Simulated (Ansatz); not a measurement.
`BOB1CO1`. Charge 0, multiplicity 1.

Cartesian coordinates in Å:
```
B 1.417 -0.384 1.441
O 0.957 0.411 0.433
B -0.136 0.183 -0.330
C -1.240 0.541 -1.282
O -0.926 -0.825 -0.690
H 2.467 -0.089 1.928
H 0.764 -1.320 1.806
H -1.101 0.564 -2.359
H -2.202 0.921 -0.948
```

Problem. What are the harmonic wavenumbers in cm⁻¹ at PBE0-D4/def2-TZVP (Ansatz, finite differences of forces, unscaled)? (Best estimate.)

Solution. Ansatz gave: 23, 165, 223, 442, 450, 662, 856, 902, 1031, 1049, 1064, 1085, 1198, 1253, 1351, 1468, 1690, 2577, 2679, 3120, 3202.

Problem. Is this a minimum?

Solution. Yes, all 21 modes are real.

Problem. Give the ideal-gas thermochemistry at 298.15 K and 1 bar (rigid rotor, harmonic oscillator; point group C1, symmetry number 1).

Solution. Zero-point energy 158.5 kJ/mol; H(298) − E = 176.2 kJ/mol; entropy 322.1 J/(mol·K), of which translation 161.8, rotation 104.1, vibration 56.2; G(298) − E = 80.2 kJ/mol. Modes under 100 cm⁻¹ are hindered rotations or soft bends, so the harmonic entropy is rough.
